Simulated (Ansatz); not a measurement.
Reaction (cleavage of the Ga–Si bond): `[AlH2][SiH2][SiH2][GaH2]` + NH₃ → `[NH2][GaH2]` + `[AlH2][SiH2][SiH3]`

Gas-phase electronic energies from Ansatz, PBE0-D4/def2-TZVP geometries. CBS: MP2 limit from def2 TZ/QZ plus the TZ coupled-cluster correction, frozen cores. This one scheme is used for every species. DFT in def2-TZVPP. For Ga outer-core shells are correlated without core-valence functions, which leaves a few kJ/mol of doubt a bond. Scalar relativity is left out up to krypton. Each species was taken in one conformer, which may not be the lowest.

`[AlH2][SiH2][SiH2][GaH2]`:

Z-matrix (Å, degrees):
```
Si
Si 1 2.355
Al 1 2.438 2 106.3
H 1 1.493 2 107.3 3 -122.3
H 1 1.493 2 107.3 3 122.4
Ga 2 2.397 1 106.5 3 -179.7
H 2 1.492 1 107.8 3 -57.7
H 2 1.492 1 107.8 3 58.1
H 3 1.588 1 120.0 2 88.4
H 3 1.588 1 119.9 2 -86.6
H 6 1.572 2 120.3 1 87.3
H 6 1.572 2 120.3 1 -87.5
```

NH₃:

```xyz
4

N    -0.169   -0.111    0.196
H    -0.641    0.601   -0.347
H     0.649    0.322    0.607
H     0.162   -0.812   -0.456
```

`[NH2][GaH2]`:

Cartesian coordinates in Å:
```
N 0.917 -0.132 0.226
Ga -0.827 0.119 -0.204
H 1.603 -0.509 -0.405
H 1.313 0.088 1.123
H -1.260 -0.283 -1.649
H -1.746 0.717 0.908
```

`[AlH2][SiH2][SiH3]`:

```xyz
10

Al   -1.360    1.747   -0.172
Si   -0.038   -0.145   -0.984
Si    1.033   -1.190    0.819
H    -2.863    1.532    0.293
H    -0.703    3.187   -0.046
H     1.019    0.279   -1.948
H    -0.882   -1.174   -1.660
H     1.860   -2.347    0.383
H     1.915   -0.215    1.518
H     0.020   -1.675    1.797
```

CCSD(T)/CBS gives -6.5 kcal/mol.

Q: Another level gave -5.2 kcal/mol. Which?
A. BHLYP/def2-TZVPP
B. r2SCAN-D4/def2-TZVPP
C. HF/def2-TZVPP
D. revPBE/def2-TZVPP

A: B. r2SCAN-D4 -5.2, BHLYP -8.0, revPBE -3.2, HF/def2-TZVPP -9.6 kcal/mol.

Largest T1 diagnostic among the species: 0.014.

At CCSD(T), def2-SVP lies −2.7 kcal/mol from the extrapolated value and def2-TZVPP −0.1 kcal/mol. The D4 term adds +1.5 kcal/mol with B3LYP and +0.9 kcal/mol with PBE0; it sums over pairs of atoms, weighted by their polarisabilities, and B3LYP, whose exchange is more repulsive, gets the larger term.

B3LYP here is the variant with VWN-RPA as its local correlation; programs differ in this.
